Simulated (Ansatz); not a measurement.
`[SiH3]OB(S)S` + H₂ → `SBS` + silanol  (hydrogenolysis of a B–O bond)

Calculated with Ansatz (gas phase, PBE0-D4/def2-TZVP geometries, no zero-point term in ΔE). CCSD(T)/CBS adds triple-zeta CCSD(T) − MP2 to the extrapolated MP2 energy (def2 sets, frozen cores). This one scheme is used for every species. Functionals use def2-TZVPP. B3LYP here is the variant with VWN-RPA as its local correlation; programs differ in this. One conformer a species, not always the lowest.

`[SiH3]OB(S)S`:

```xyz
10

Si    0.813    0.284    1.611
O     0.373    0.480    0.030
B    -0.421   -0.132   -0.875
S    -1.347   -1.635   -0.422
S    -0.579    0.531   -2.556
H     0.245   -0.975    2.155
H     0.306    1.447    2.376
H     2.293    0.244    1.663
H    -1.934   -1.811   -1.616
H     0.254    1.567   -2.365
```

H₂:

Cartesian coordinates in Å:
```
H 0.003 -0.260 0.268
H -0.003 0.260 -0.268
```

`SBS`:

Z-matrix (Å, degrees):
```
B
S 1 1.787
S 1 1.783 2 122.5
H 1 1.190 2 121.4 3 -180.0
H 2 1.342 1 97.3 3 180.0
H 3 1.346 1 98.9 2 0.0
```

`O[SiH3]`:

```xyz
6

O    -0.195   -1.056   -0.700
Si   -0.017    0.388    0.074
H     0.124   -1.843   -0.258
H    -0.738    0.407    1.376
H    -0.589    1.409   -0.833
H     1.416    0.695    0.341
```

| level | ΔE (kJ/mol) |
| --- | --- |
| B3LYP-D4 | 91.7 |
| B2PLYP | 83.0 |
| PBE0 | 76.2 |
| HF/def2-TZVPP | 76.5 |
| SCS-MP2/def2-TZVPP | 87.5 |
| CCSD/def2-TZVPP | 83.1 |
| CCSD(T)/def2-TZVPP | 86.6 |
| SCS-MP2/def2-QZVPP | 88.2 |

Question: What does CCSD(T)/CBS give? (Best estimate.)

Answer: The calculation gave: +87.6 kJ/mol. The listed levels differ from it by 4.1, -4.6, -11.4, -11.1, -0.1, -4.5, -1.0, 0.6 kJ/mol.

Largest T1 diagnostic among the species: 0.014.

The D4 term adds +14.8 kJ/mol with B3LYP and +8.3 kJ/mol with PBE0; it sums over pairs of atoms, weighted by their polarisabilities, and B3LYP, whose exchange is more repulsive, gets the larger term. In def2-TZVPP, CCSD(T) changes the Hartree–Fock value by +10.1 kJ/mol (the triples alone add +3.5 kJ/mol) and MP2 by +15.3 kJ/mol.
